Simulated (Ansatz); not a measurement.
Ansatz (a quantum-chemistry and plane-wave program) input (CAM-B3LYP/def2-TZVPD):

Ansatz 0.2 input:
```yaml
crystal:
  periodic: [false, false, false]
  atoms:
    - {symbol: Rb, position_ang: [-0.00000000, -0.00000000, -0.41833162]}
    - {symbol: O, position_ang: [0.00000000, 0.00000000, 1.93478374]}
basis:
  gaussian:
    orbitals: def2-TZVPD
hamiltonian:
  xc: {name: CAM-B3LYP}
total_charge: -1
magnetization: {spin_polarized: true, initial_magnetization: 2}
```

End of the output:

```
integrals: 0.02 GiB planned
508 factors; their error is unknown
integrals: 0.05 GiB planned
249 factors; integrals over basis functions are off by at most 4.1e-5 eV
mean field: 0.25 GiB planned
mean field evaluation 1: about -2664.2864 eV, gradient 6.2e1 eV
mean field evaluation 2: about -2598.6205 eV, gradient 1.5e2 eV
mean field evaluation 4: about -2697.7545 eV, gradient 2.3e1 eV
mean field evaluation 8: about -2700.7263 eV, gradient 2.8e-1 eV
mean field evaluation 16: about -2700.7385 eV, gradient 1.6e-3 eV
mean field evaluation 32: about -2700.4669 eV, gradient 1.7e0 eV
mean field -2700.73845412 eV, -99.2503075625 hartree, gradient 3.8e-6 eV, S^2 2.005470; 4 other end points of the search recorded, 0 dependent functions left out
reference -2700.73854403 eV, -99.2503108668 hartree; 10, 8 occupied and 63, 65 virtual orbitals, 508 factors
Total energy: -2700.73854403 eV, -99.2503108668 hartree
```

This state (charge -1, triplet) is run at the relaxed geometry of the species with charge 0 and multiplicity 2.
